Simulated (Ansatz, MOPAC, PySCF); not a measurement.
Noncovalent pair: boric acid (SMILES OB(O)O) (first 7 atoms) with NH3 (SMILES N); geometry from B3LYP-D3(BJ)/def2-TZVP, rigid monomers moved along the line of their centres of mass till H7···N8 is 2.19 Å.
(charge 0, multiplicity 1):
```xyz
11

O     -0.00238    -0.57182    -1.19767
B     -0.15521    -0.19618     0.11024
O     -1.36115     0.38326     0.47840
O      0.87794    -0.41176     0.96647
H     -0.78684    -0.37711    -1.71828
H     -1.39826     0.62139     1.40848
H      0.69824    -0.11936     1.88130
N      0.44706     0.48478     3.97097
H      0.34779     1.47807     4.15049
H     -0.26619     0.00186     4.50644
H      1.34610     0.20152     4.34733
```

Monomers are frozen at their geometry in the pair; levels with a basis set take the counterpoise correction. Rows marked so take none.

Correlated levels freeze the cores. Rows in 3-21G, 6-31G*, STO-3G carry no dispersion term and start afresh at each structure (6-31G* with six Cartesian d functions). MP2/6-31G* freezes PySCF's default core. The state reached by PM3, PM6 isn't checked.

Programs: Ansatz (a quantum-chemistry and plane-wave program) with Gaussian orbitals; MOPAC for PM3, PM6 (differences of heats of formation); PySCF for 3-21G rows, 6-31G* rows, STO-3G rows, the dispersion terms. Values without a source in brackets are computed.

Other levels give for the interaction energy: PBE/def2-TZVPPD -8.60; B3LYP/def2-TZVPPD -7.96; B3LYP-D3(BJ)/def2-TZVPPD -9.05; wB97M-V/def2-TZVPPD -8.84; CCSD(T)/aug-cc-pVDZ -8.30 kcal/mol.

Common cheap choices:

| level | interaction energy (kcal/mol) |
|---|---|
| PM3 | -2.97 |
| PM6 | -6.29 |
| HF/STO-3G (no counterpoise) | -7.27 |
| HF/6-31G* (no counterpoise) | -9.92 |
| BP86/6-31G* (no counterpoise) | -10.91 |
| B3LYP/3-21G (no counterpoise) | -16.47 |
| MP2/6-31G* | -9.90 |
| MP2/6-31G* (no counterpoise) | -11.80 |
